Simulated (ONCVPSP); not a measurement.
Ga: one change to an ONCV potential, before and after

gallium, optimised norm-conserving Vanderbilt (ONCV), made with ONCVPSP 4.0.1 (PBE, scalar-relativistic). Core [Ne], reference 3s2 3p6 3d10 4s2 4p1. Waves: 3s+4s: rc 1.25 bohr, ncon 4, nbas 7, qcut 10.1 1/bohr, 2 projectors; 3p+4p: rc 1.20 bohr, ncon 4, nbas 9, qcut 14.6 1/bohr, 2 projectors; 3d: rc 1.25 bohr, ncon 3, nbas 8, qcut 11.4 1/bohr, 2 projectors, debl 2.7 Ha. Local part: polynomial inside 0.80 bohr (lpopt 5, dvloc0 6 Ha). Core correction: Teter function, fcfact 3.5, rcfact 1.25.

Change: s: rc 1.16.

Cutoffs: the cutoffs (Ha) at which the residual kinetic energy of the hardest occupied pseudo-wave falls to 1 and 0.1 mHa per electron; they do not see the model core or the augmentation charge, which bear on the density cutoff. Errors are all-electron minus pseudo energies relative to the spin-unpolarised reference configuration.

Problem. Predict the effect on cutoff, ghosts and configuration errors.

Solution. The potential gets neither clearly harder nor softer (58 Ha and 69 Ha → 58 Ha and 69 Ha); the p channel sets the loose cutoff, while the largest relative change is in s, which becomes harder; the errors of the 3 common tests hardly move; neither file shows a bound ghost.

```tsv
quantity	base	changed
cutoff, loose	58 Ha	58 Ha
cutoff, tight	69 Ha	69 Ha
loose cutoff by channel	s 25 Ha, p 58 Ha, d 56 Ha	s 34 Ha, p 58 Ha, d 56 Ha
bound ghosts	none	none
GHOST(+) flags under 300 eV	none	none
tests with a reliable result	3 of 4	3 of 4
error for 3s2 3p6 3d10 4s2 4p0, meV [ΔE 5.69 eV]	-0.3	-0.3
error for 3s2 3p6 3d10 4s1 4p0, meV [ΔE 26.82 eV]	-1.4	-1.1
error for 3s2 3p6 3d9 4s2 4p2, meV [ΔE 20.31 eV]	+132	+132
p: phases at 1.22 bohr within 0.05 rad from the reference energy up to (Ha; the scan ends near 5)	to the end of the scan	to the end of the scan
d: phases at 1.27 bohr within 0.05 rad from the reference energy up to (Ha; the scan ends near 5)	to the end of the scan	to the end of the scan
rms error of d²Exc/dni dnj with the model core, mHa	0.66	0.55
```
